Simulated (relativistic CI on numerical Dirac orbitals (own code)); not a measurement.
Hyperfine structure of Kr²¹⁺, mass number 85

Method of calculation: Dirac-Coulomb-Breit CI, separate exchange-only KLI orbitals for each configuration, a model potential for QED, unscaled Slater integrals (own radial code, finite nucleus).

CI space (outside the closed core [Ne]): 3s2 3p3, 3s 3p4, 3s2 3p2 3d, 3p5, 3s 3p3 3d, 3p4 3d, 3s 3p2 3d2, 3s2 3p 3d 4p, 3p4 4s, 3s2 3p2 4s, 3p4 4p, 3s 3p2 3d 4s, 3s2 3p2 4p, 3s2 3p 3d2, 3s2 3d3, 3s 3p 3d3, 3s2 3d2 4s, 3s2 3d2 4p, 3p3 3d2, 3p2 3d3, 3p2 3d2 4s, 3p2 3d2 4p, 3s2 3p 3d 4s, 3s 3p 3d2 4s, 3s2 3d 4s2, 3s2 3d 4s 4p. Double excitations out of closed p, d and f shells are left out; levels of such configurations are missing from the list, as are those of other unlisted configurations, and high levels can miss mixing partners.

Nuclear spin I = 9/2, μ = -1.0055 μN, Q = 0.443 b (tables of Stone and Pyykkö). The electronic factors are computed for point nuclear moments, without core polarisation or the Bohr-Weisskopf and QED corrections.

```
          Level  E (cm⁻¹)  A (MHz)  B (MHz)
3s2 3p3 2D°_3/2     79955    -2036    10400
3s2 3p3 2D°_5/2    109637    -6860    -54.3
3s2 3p3 2P°_1/2    156137   -19640         
3s2 3p3 2P°_3/2    219100    -3878   -14800
  3s 3p4 4P_5/2    512636   -14460     9250
  3s 3p4 4P_3/2    563924    -8877    -9610
  3s 3p4 4P_1/2    576615   -34710         
  3s 3p4 2D_3/2    641179    98.37   -13000
```

Levels with J = 0, under 50 % of one LS term, or S terms without an open s electron are left out. Small factors come from cancelling terms and can be off by tens of per cent or more.

At this charge energies of transitions that change n are usually good to better than 1 %, and those within a shell (Δn = 0) to a few per cent.

**Question.** Give the hyperfine levels of 3s2 3p3 2D°_5/2 relative to its centre of gravity.

**Answer.** With K = F(F + 1) − I(I + 1) − J(J + 1), E = AK/2 + B[¾K(K + 1) − I(I + 1)J(J + 1)]/[2I(2I − 1)J(2J − 1)]: F = 2: 94300, F = 3: 73730, F = 4: 46310, F = 5: 12020, F = 6: -29140, F = 7: -77190 MHz.

LS names give the leading component of a level, which can be under half, so a name can repeat, a term be missing and a line seem to break the LS rules.
